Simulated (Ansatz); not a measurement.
Relaxation of C2H4BNO (9 atoms, charge 0, multiplicity 1), to a largest force component of 0.015 eV/Å in at most 40 steps.

All numbers below come from RKS r2SCAN/def2-SVP in Ansatz 0.2.0.

```xyz
9
Properties=species:S:1:pos:R:3
C -0.295 -0.090 -1.485
B 0.247 0.212 -0.050
N -0.392 -0.480 1.143
C 0.179 -0.273 2.319
O 0.560 -0.099 3.440
H -1.409 0.278 -1.521
H 0.252 0.546 -2.241
H -0.226 -1.107 -1.748
H 1.172 0.968 0.126
```

Q: Where does it end, and by what steps?

A: The forces met the threshold. The force dipped under the threshold on the way, but the program's further checks kept it going. After 24 steps the energy has fallen by 0.811 eV; H9 moved furthest, 0.85 Å.

```csv
step,energy less start (eV),largest force component (eV/Å),accepted
0,0.0000,3.775,yes
1,-0.5502,1.667,yes
2,-0.6167,0.801,yes
3,-0.6536,0.862,yes
4,-0.6976,0.338,yes
5,-0.7359,0.964,yes
6,-0.7838,0.222,yes
7,-0.7947,0.548,yes
8,-0.8052,0.095,yes
9,-0.8002,0.680,no
10,-0.8078,0.029,yes
11,-0.8071,0.228,no
12,-0.8088,0.056,yes
13,-0.8081,0.180,no
14,-0.8096,0.031,yes
15,-0.8100,0.016,yes
16,-0.8105,0.040,yes
17,-0.8106,0.067,yes
18,-0.8108,0.049,yes
19,-0.8111,0.008,yes
20,-0.8112,0.008,yes
21,-0.8110,0.072,no
22,-0.8113,0.026,yes
23,-0.8113,0.019,yes
24,-0.8113,0.010,yes
```

```xyz
9
Properties=species:S:1:pos:R:3
C -0.326 -0.121 -1.388
B 0.258 0.558 -0.109
N 0.217 -0.073 1.162
C 0.267 -0.450 2.301
O 0.298 -0.850 3.403
H -1.100 0.535 -1.827
H 0.458 -0.182 -2.165
H -0.753 -1.121 -1.228
H 0.768 1.657 -0.166
```

Whether the end is a true minimum wasn't checked by a vibrational analysis.

The run took 56 s on 2 threads of Intel(R) Xeon(R) Processor @ 2.70GHz, with other jobs on the host, peak memory 0.18 GiB.
